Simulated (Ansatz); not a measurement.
`[OH][In]([Br])[Br]` + H–F → `[F][In]([Br])[Br]` + H₂O at 298.15 K and 1 bar (ligand exchange at the In–O bond).

Calculated with Ansatz (gas phase, PBE0-D4/def2-TZVP geometries, no zero-point term in ΔE). CCSD(T)/CBS is the MP2 limit (def2-TZVPP, def2-QZVPP) plus CCSD(T) − MP2 in def2-TZVPP, frozen cores. This one scheme is used for every species. Elements past krypton have def2 core potentials. For Br, In outer-core shells are correlated without core-valence functions, which leaves a few kJ/mol of doubt a bond. Scalar relativity is left out up to krypton. Each species was taken in one conformer, which may not be the lowest.

```tsv
species	CCSD(T)/CBS energy (Eh)	H − E (kJ/mol)	S (J/(mol·K))
`[OH][In]([Br])[Br]`	-5412.35748	58.5	374.7
H–F	-100.39570	33.5	173.6
`[F][In]([Br])[Br]`	-5436.38187	27.2	362.3
H₂O	-76.37941	66.4	188.7
```

H − E and S are ideal-gas, rigid-rotor, harmonic terms from PBE0-D4/def2-TZVP, for one conformer and one mirror image of each species. 1 Eh = 2625.50 kJ/mol, R = 8.31446 J/(mol·K).

Q: By hand: ΔE, ΔH, ΔS and ΔG.

A: ΔE = (-5436.38187) + (-76.37941) − (-5412.35748) − (-100.39570) = -0.00810 Eh = -21.3 kJ/mol. Δ(H − E) = 27.2 + 66.4 − 58.5 − 33.5 = 1.6, so ΔH = -19.7 kJ/mol. ΔS = 362.3 + 188.7 − 374.7 − 173.6 = 2.7 J/(mol·K). ΔG = -19.7 − 298.15 × (2.7)/1000 = -20.5 kJ/mol.

Q: By hand: the equilibrium constant, and the temperature at which ΔG would vanish if ΔH and ΔS stayed fixed.

A: log₁₀ K = −ΔG/(RT ln 10) = 3.6. ΔH and −TΔS have one sign here, so there is no such temperature.

The number of gas molecules stays the same, so ΔS is small and ΔH decides. A doubt of 5 kJ/mol in ΔE shifts log₁₀ K by 0.9 here. Other conformers and mirror images would add mixing entropy, several J/(mol·K) or more a flexible species. These are equilibria of isolated gas molecules and say nothing of rates. Largest T1 diagnostic: 0.012 (customary marks: 0.02 for closed shells, 0.045 for open ones).

ΔS is within the doubt of such terms, so its sign, and with it that verdict, could turn.
